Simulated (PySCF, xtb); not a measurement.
Al(Me)(Cl) (CH3AlCl), SMILES [CH3][Al][Cl], multiplicity 2.

Harmonic wavenumbers (cm⁻¹) from GFN2-xTB run with xtb at its own minimum, in rising order: 57, 105, 468, 477, 546, 606, 1272, 1442, 1446, 2924, 2930, 2953.

What does ωB97X-D3(BJ)/def2-TZVP (PySCF) give at its own minimum? (Estimate from the structure and the level; the computed values follow.)

66, 161, 486, 573, 634, 698, 1209, 1443, 1454, 3049, 3128, 3159. Paired by order, the mean absolute difference is 80 cm⁻¹ and the zero-point energies are 21.8 and 23.0 kcal/mol.
